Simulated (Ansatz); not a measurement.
These are frozen-core CCSD(T)/cc-pVTZ // PBE0-D3(BJ)/def2-TZVP run with Ansatz (a first-principles code) values and carry that method's errors.

Ansatz 0.2 input:
```yaml
crystal:
  periodic: [false, false, false]
  atoms:
    - { symbol: B, position_ang: [-0.000508, 0.3389, -0.000001] }
    - { symbol: H, position_ang: [-1.07707, -0.171064, 0.000004] }
    - { symbol: H, position_ang: [1.077577, -0.167835, -0.000003] }
basis:
  gaussian: { orbitals: cc-pVTZ }
correlation:
  method: ccsd_t
magnetization:
  spin_polarized: true
  initial_magnetization: 1
```

Output:

```
Functional definition: HF
325 factors; integrals over basis functions are off by at most 7.9e-4 eV
mean field evaluation 1: about -700.2490 eV, gradient 7.4e0 eV
mean field evaluation 2: about -700.2489 eV, gradient 7.4e0 eV
mean field evaluation 4: about -700.9626 eV, gradient 6.5e-1 eV
mean field evaluation 8: about -700.9722 eV, gradient 2.2e-3 eV
mean field evaluation 16: about -700.2215 eV, gradient 4.0e0 eV
mean field evaluation 32: about -699.6586 eV, gradient 2.2e-3 eV
mean field -700.97223716 eV, -25.7602545798 hartree, gradient 5.9e-6 eV, S^2 0.753759; 3 other end points of the search recorded, 0 dependent functions left out
determinant -700.97223716 eV, -25.7602545798 hartree, with singles and doubles -703.79041003 eV, -25.8638205224 hartree
determinant -699.65864902 eV, -25.7119811059 hartree, with singles and doubles -702.62123871 eV, -25.8208542687 hartree
1 core orbitals not correlated
reference -700.97223716 eV, -25.7602545798 hartree; 3, 2 occupied and 54, 55 virtual orbitals, 325 factors
second order -2.24212300 eV of doubles, -0.00000000 eV of singles
cycle   1  -2.73649339 eV  change   -2.3e-1 eV  update   1.4e-2
cycle   2  -2.74045586 eV  change   -4.0e-3 eV  update   4.1e-3
cycle   3  -2.74297613 eV  change   -2.5e-3 eV  update   1.6e-3
cycle   4  -2.74366858 eV  change   -6.9e-4 eV  update   4.8e-4
cycle   5  -2.74371594 eV  change   -4.7e-5 eV  update   1.5e-4
cycle   6  -2.74373001 eV  change   -1.4e-5 eV  update   5.0e-5
cycle   7  -2.74374437 eV  change   -1.4e-5 eV  update   1.2e-5
cycle   8  -2.74374603 eV  change   -1.7e-6 eV  update   3.5e-6
perturbative correction -0.05321603 eV, -0.0019556529 hartree
Total energy: -703.76919923 eV, -25.8630410397 hartree
```

Cost: around 2.2 core-seconds (rough).
